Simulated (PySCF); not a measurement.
# Absolute configuration from chiroptical data

The calculation used TDDFT B3LYP/def2-SVPD circular dichroism and optical rotation, one conformer, gas phase (PySCF). Geometry: GFN2-xTB.

The calculation is non-relativistic, which matters for the atoms heavier than Zn. States above about 7.0 eV (minus the energy of the highest occupied orbital) lie near or above the ionisation threshold and depend on the basis.

Values for one enantiomer of C2H4BrFSi, R in 10⁻⁴⁰ esu² cm² (velocity form):
```tsv
λ (nm)	f	R
240	0.001	-6.2
210	0.017	+36.2
205	0.045	-10.7
194	0.097	-3.2
189	0.002	-0.9
182	0.007	+16.5
176	0.017	-7.6
175	0.021	-1.7
174	0.009	-14.5
170	0.039	-3.9
169	0.035	+0.5
165	0.036	+12.2
```

[α] at 589.3 nm: +26 deg dm⁻¹ (g/mL)⁻¹ (origin-invariant length gauge).

Problem. Which structure gives these signs?
A. F[C@@H]1C[Si@H]1Br
B. F[C@H]1C[Si@@H]1Br

Solution. B. Its CIP labels in SMILES order are R, S; the other enantiomer gives every sign reversed.

Geometry of F[C@H]1C[Si@@H]1Br as run:
```xyz
9

F    -0.955    1.132    1.473
C    -0.471    0.021    0.832
C    -0.712    0.003   -0.691
Si    1.098    0.145   -0.212
Br    2.273   -1.725   -0.334
H    -0.766   -0.858    1.397
H    -1.130   -0.912   -1.090
H    -1.232    0.874   -1.064
H     1.908    1.327   -0.337
```
